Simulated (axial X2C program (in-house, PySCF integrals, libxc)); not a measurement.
# Correcting the dissociation energy of NaSe for spin–orbit coupling

A spin-free CCSD(T) curve (one-electron X2C) was computed with an axial X2C code built on PySCF integrals, basis Se dyall-cv3z [8s9p6d4f1g], Na dyall-cv3z [9s8p5d2f] (cores contracted in-house), for the state M_S = 1/2, Λ = 1 (beyond evenly filled blocks: π+α, π+β, π-α). It gives D0 = 2.195 eV to Se + Na, which in a spin-free picture are the weighted means of the ground terms.

Correlated methods: 15 electrons correlated (number of frozen shells: Se 3 s, 2 p, 1 d; Na 1 s), 235 virtual spin orbitals or spinors in MP2, 90 natural virtuals in coupled cluster.

Measured levels of the ground terms (NIST Handbook of Basic Atomic Spectroscopic Data), in cm⁻¹: Se 3P: J = 2 at 0, J = 1 at 1989.5, J = 0 at 2534.4; Na 2S: J = 1/2 at 0.

The two components of the molecular doublet are 1452 cm⁻¹ apart in the PBE0 2c search (Ω = 3/2 lower), so the lower one lies 726 cm⁻¹ under their mean.

Task: How far does each ground level lie under the (2J+1)-weighted mean of its term?

Result: Se: (5 × 0 + 3 × 1989.5 + 1 × 2534.4)/9 = 945 cm⁻¹; Na: a single level, 0.

Task: Correct D0.

Result: D0 = 2.195 + (726 − 945)/8065.5 = 2.168 eV at CCSD(T) with these spin–orbit terms. The direct two-component run gives 2.166 eV; the difference holds second-order terms in the molecule, scalar two-electron terms, the gap between measured and computed atomic splittings (a 2c atom can miss part of its lowering) and, in coupled cluster, the truncation of each run.

Second-order spin–orbit effects in the molecule, which grow quickly with Z, are left out. Occupations by symmetry block were frozen at the best pattern of an incomplete PBE0 search. Dissociation energies refer to the lowest single-determinant-based atoms at the same level and basis. CCSD and (T) use frozen natural virtuals with an MP2 correction for the truncation; (T) itself is uncorrected, so its De runs slightly low.
